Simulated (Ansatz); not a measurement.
Basis-set extrapolation for C4H3F3 (`F/C=C(F)/C=C/F`) (PBE0-D4/def2-TZVP geometry, frozen core, Ansatz). Multiplicity 1, RHF reference.

|  | def2-TZVPP | def2-QZVPP |
| --- | --- | --- |
| HF | -451.658382 | -451.678224 |
| MP2 correlation | -1.361780 | -1.474721 |
| CCSD(T) correlation | -1.438763 | not run |

Energies in hartree. Use E(X) = E(∞) + A·exp(−7.88·√X) for Hartree–Fock and E(X) = E(∞) + B·X^(−2.97) for correlation, with X = 3 and 4, and add CCSD(T) minus MP2 of the smaller set to the MP2 limit.

Problem. What is the CCSD(T) energy at the basis-set limit?

Solution. HF limit: -451.678224 + (-0.019842) × 0.13774 = -451.68096. MP2 limit: -1.474721 + (-0.112941) × 0.74074 = -1.55838. Higher-order term: -1.438763 − (-1.361780) = -0.07698. Total: -453.31632 hartree, 575.4 kJ/mol below CCSD(T)/def2-TZVPP.
